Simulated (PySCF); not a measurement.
This script is equivalent to a calculation on Mn²¹⁺ (manganese, charge +21).

```python
from pyscf import gto, scf, dft, mp, cc
mol = gto.M(atom="Mn 0 0 0", charge=21, spin=0, symmetry="D2h",
            basis=gto.etbs([(0, 19, 5.1, 2.2), (1, 8, 7.9, 2.4), (2, 6, 24, 2.4), (3, 5, 36, 2.4), (4, 4, 53, 2.4)]),
            nucmod="G")
mf = scf.UHF(mol).sfx2c1e()
mf.irrep_nelec = {'Ag': (2, 2)}
mf.kernel()
```

Q: What total energy does it give?

A: -749.09030 hartree (calculated).

Q: Which occupied shell lies highest, and where?

A: 2s, at -1782.9 eV.
